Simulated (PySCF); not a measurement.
Fill in the blanks.

C₆H₁₁FO₂Si.
Numbering: `[CH3:1][C:2](=[O:3])[O:4][Si@@H:5]([F:6])[CH:7]1[CH2:8][CH2:9][CH2:10]1` (hydrogens: H11, H12, H13 on C1; H14 on Si5; H15 on C7; H16, H17 on C8; H18, H19 on C9; H20, H21 on C10)

Conformer (atom-mapped SMILES and torsion angles): `[CH3:1][C:2](=[O:3])[O:4][Si@@H:5]([F:6])[CH:7]1[CH2:8][CH2:9][CH2:10]1`: C1–C2–O4–Si5 180°, C2–O4–Si5–F6 179°, O4–Si5–C7–C8 -150°.

| property | level | value |
| --- | --- | --- |
| point group | PBE0-D3(BJ)/def2-SVP | C1 |
| rotational constants A, B, C | PBE0-D3(BJ)/def2-SVP | ? |
| dipole moment | PBE0/def2-SVPD | 1.47 D |
| HOMO energy | PBE0/def2-SVPD | ? |
| LUMO energy | PBE0/def2-SVPD | -0.21 eV |
| lowest singlet excitation | TDDFT PBE0/def2-SVPD | ? |
| strongest line among the 10 lowest singlet transitions | TDDFT PBE0/def2-SVPD | S4 at 7.59 eV (163 nm, f = 0.029) |
| lowest triplet excitation (Tamm–Dancoff) | TDA PBE0/def2-SVPD | ? |
| static isotropic polarisability | PBE0/def2-SVPD | 98.1 au |
| vertical ionisation energy | ΔSCF PBE0/def2-SVPD | 9.96 eV |
| electronic spatial extent ⟨r²⟩ about the centre of nuclear charge | PBE0/def2-SVPD | 1939 bohr² |
| 13C chemical shifts (computed TMS as zero) by class | GIAO B3LYP/pcSseg-1 | ? |
| 1H chemical shifts (computed TMS as zero) by class | GIAO B3LYP/pcSseg-1 | ? |
| isotropic shieldings of nuclei other than C and H, by class | GIAO B3LYP/pcSseg-1 | -142 (O3), 95 (O4), 363 (F6), 347 (Si5) ppm |

Electronic properties: PySCF, gas phase, density fitting. Isolated species at its PBE0-D3(BJ)/def2-SVP geometry (one conformer only). NMR classes are plain means over equivalent atoms (diastereotopic ones count apart unless rotation or inversion swaps them), as if these changed places fast; in this geometry the members of some classes differ.

Task: The HOMO energy?

Result: -8.14 eV.

Task: What are the rotational constants A, B, C?

Result: 1.886, 0.728, 0.624 GHz.

Task: The lowest triplet excitation (Tamm–Dancoff)?

Result: 5.31 eV.

Task: The 13C chemical shifts (computed TMS as zero) by class?

Result: 180.2 (C2), 26.4 (C9), 23.9 (C10), 23.8 (C7), 23.4 (C8), 22.5 (C1) ppm.

Task: Give the 1H chemical shifts (computed TMS as zero) by class.

Result: 5.06 (H14), 2.25 (H18), 2.23 (H16), 2.21 (H15), 2.19 (H20), 2.04 (H11/H12/H13), 1.88 (H19), 1.76 (H17), 1.75 (H21) ppm.

Task: The lowest singlet excitation?

Result: 5.84 eV (212 nm, f = 0.000).

No computed singlet falls in the visible range (750 to 380 nm, 1.65 to 3.26 eV); S1 lies 2.58 eV above its blue end. The rotational constants make it an asymmetric top with κ = (2B − A − C)/(A − C) = -0.84, nearer the prolate limit (−1). A dipole of 1.47 D is allowed in C1, and pure rotational transitions are dipole-allowed. The ΔSCF ionisation energy exceeds −ε(HOMO) by 1.82 eV with PBE0. The largest Löwdin shares of the HOMO are 0.24 on C7, 0.15 on Si5, 0.12 on C9 and 0.09 on C8.
